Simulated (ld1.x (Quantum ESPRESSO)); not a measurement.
# What one change does to a pseudopotential (Nb (Z = 41), TM)

Nb, norm-conserving Troullier–Martins (Kleinman–Bylander form), made with ld1.x (Quantum ESPRESSO) 7.5 (LDA (PZ), fully relativistic). Core [Ar] 3d10, reference 4s2 4p6 4d3 5s2 5p0. Waves: 4s (bound): rc 1.90 bohr; 4p (bound): rc 1.15 bohr; 4d (bound): rc 2.40 bohr. Local part: all-electron potential smoothed inside 1.80 bohr (lloc = -1). Core correction: none.

Open shells are filled in proportion to 2j + 1 (rel_dist='average').

Occupied shells without a wave of their own: 5s. They enter only through the test configuration that unscreens the potential.

Change: scalar-relativistic.

Cutoffs: the cutoffs (Ry, on a coarse ladder) from which the occupation-weighted sum of valence levels, in a spherical-Bessel basis at the reference potential, stays within 10 and 1 mRy of its value at 400 Ry; they do not see the model core or the augmentation charge, which bear on the density cutoff. Errors are all-electron minus pseudo energies relative to the spin-unpolarised reference configuration.

Question: What does the change do?

Answer: The bound ghost in p disappears; the number of tests with a reliable result goes from 7 to 9; the errors of the 7 common tests hardly move.

| quantity | base | changed |
| --- | --- | --- |
| cutoffs, loose and tight | not determined | 80 Ry, 120 Ry |
| bound ghosts | p1/2 | none |
| largest miss of a reference level, eV | 0.12 | 0.12 |
| error for 4s2 4p6 4d4 5s1 5p0, meV [ΔE 0.56 eV] | -95 | -96 |
| error for 4s2 4p6 4d4 5s0 5p0, meV [ΔE 7.48 eV] | -258 | -260 |
| error for 4s2 4p6 4d3 5s0 5p0, meV [ΔE 21.75 eV] | -420 | -422 |
| error for 4s2 4p6 4d4 5s0.5 5p0, meV [ΔE 3.33 eV] | -166 | -168 |
| error for 4s2 4p6 4d4.5 5s0.5 5p0, meV [ΔE 1.14 eV] | -129 | -131 |
| error for 4s2 4p6 4d4 5s0 5p1, meV [ΔE 3.61 eV] | -253 | -251 |
| error for 4s2 4p6 4d3 5s1 5p1, meV [ΔE 3.38 eV] | -186 | -182 |
| s: phases at 2.60 bohr within 0.05 rad from the reference energy up to (Ry; the scan ends near 5) | -0.4 | -0.4 |

Base: The 5s level has no wave, so the channel is fitted at the deeper level alone: the likely source of the large errors. Changed file: The 5s level has no wave, so the channel is fitted at the deeper level alone: the likely source of the large errors. A true bound ghost makes a file unfit for plane-wave use even where its test errors are small: the radial tests pick states by their node count and pass the ghost by.
